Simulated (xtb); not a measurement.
TaF₆, SMILES [F][Ta-]([F])([F])([F])([F])[F], charge -1, multiplicity 1. All values are semi-empirical tight-binding results from xtb (GFN2-xTB unless named), good for trends rather than for accurate numbers. Geometry optimised at GFN2-xTB. The multiplicity is an assumed one; other spin states were not compared. The isomer is the one that the SMILES or the coordinates give; other isomers of the formula were not compared.

Optimised geometry:

```xyz
7

Ta     0.0000     0.0000     0.0000
F      0.0000     1.8587     0.0000
F      0.0000    -1.8587     0.0000
F      0.0000     0.0000    -1.8587
F      1.8587     0.0000     0.0000
F     -1.8587     0.0000     0.0000
F      0.0000     0.0000     1.8587
```
Charge -1, spin multiplicity 1.

For metal compounds this method's bond lengths and energies can be far off.

Q: Estimate the properties. (An estimate is asked for; the answer gives what the named calculation found.)

A: 
| Quantity | Value |
|---|---|
| point group as xtb finds it | Oh |
| orbital gap | 6.60 eV |
| zero-point energy | 5.9 kcal/mol |
| G − E(el) at 298.15 K (modified RRHO) | -14.5 kcal/mol |

Computed atomic charges and the Wiberg bond orders between heavy atoms:
charges (e) Ta1 1.93, F2 -0.49, F3 -0.49, F4 -0.49, F5 -0.49, F6 -0.49, F7 -0.49. Bond orders Ta1–F2 0.78, Ta1–F3 0.78, Ta1–F4 0.78, Ta1–F5 0.78, Ta1–F6 0.78, Ta1–F7 0.78.
